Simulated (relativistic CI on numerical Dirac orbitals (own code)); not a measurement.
Er³⁺: 5s photoemission

Computed with this model: Dirac-Coulomb-Breit CI, separate exchange-only KLI orbitals for each configuration, QED by a radiative potential, valence Slater integrals scaled by 0.8, multiplet model of photoemission in the sudden approximation; configurations [Xe] 4f11 → [Kr] 4d10 4f11 5s 5p6; 80 K; Lorentzian 1.05 eV and Gaussian 0.6 eV FWHM. Energies are those of the free ion, without screening or charge transfer. The energies are binding energies and can lie tens of eV above those of solids. Without intra-shell correlation the exchange splitting of an s hole comes out too large, often by half or more. S is read from ⟨S²⟩ = S(S + 1).

free ion: ground-state S = 1.48, centroid 91.91 eV. Peaks (eV, height): 91.2 (100), 93.2 (52).

Strongest unbroadened transitions for free ion:

```json
{"Energy (eV)": "91.19", "Relative strength": "100.0"}
{"Energy (eV)": "91.76", "Relative strength": "34.5"}
{"Energy (eV)": "93.33", "Relative strength": "53.6"}
{"Energy (eV)": "94.96", "Relative strength": "0.1"}
{"Energy (eV)": "95.23", "Relative strength": "0.2"}
```
